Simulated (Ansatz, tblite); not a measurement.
Removing an electron: GaMe2(hfac) (C7H7F6GaO2). Total charge 0; singlet. Geometry: PBE-D4/def2-SVP. Ansatz, gas phase; energy differences of separate SCF runs; the oxidised species was run as a doublet alone.

Cartesian coordinates in Å:
```
Ga -0.908 -0.652 -1.267
C -2.161 -2.005 -0.588
H -2.050 -2.116 0.509
H -1.972 -2.990 -1.060
H -3.209 -1.715 -0.806
C -0.450 0.110 -3.019
H 0.204 0.996 -2.894
H -1.360 0.420 -3.571
H 0.088 -0.639 -3.635
O 0.865 -1.095 -0.402
C 1.389 -0.484 0.580
C 2.735 -1.094 1.031
F 3.609 -1.080 0.008
F 2.549 -2.372 1.413
F 3.283 -0.421 2.065
C 0.891 0.643 1.261
C -0.319 1.265 0.901
C -0.773 2.519 1.679
F -2.015 2.337 2.163
F -0.791 3.583 0.851
F 0.046 2.805 2.714
O -1.122 0.930 -0.025
H 1.470 1.056 2.094
```

The xTB rows come from tblite. Single mean-field runs in def2-TZVP are fitted with def2-universal-jkfit.

```csv
level,−HOMO (eV),vertical IE (eV),−LUMO (eV),HOMO–LUMO gap (eV)
GFN1-xTB,11.37,14.04,9.97,1.40
PBE-D4/def2-TZVP,6.53,8.96,3.90,2.63
r2SCANh-D4/def2-TZVP,7.23,9.22,3.59,3.64
```

(1) Estimate the rows for GFN2-xTB, PBE0-D4/def2-TZVP.

Answers

(1) 
| level | −HOMO (eV) | vertical IE (eV) | −LUMO (eV) | HOMO–LUMO gap (eV) |
| --- | --- | --- | --- | --- |
| GFN2-xTB | 11.07 | 13.88 | 9.90 | 1.16 |
| PBE0-D4/def2-TZVP | 7.70 | 9.32 | 3.14 | 4.56 |

Relaxing the oxidised species (PBE-D4/def2-SVP) changes its energy by -0.24 eV at PBE-D4/def2-TZVP, so the adiabatic ionisation energy to this nearest minimum is 8.72 eV. At PBE0-D4/def2-TZVP it is 8.95 eV.   Raw xTB energy differences between charge states are shifted by several eV; the methods need an empirical correction for them.
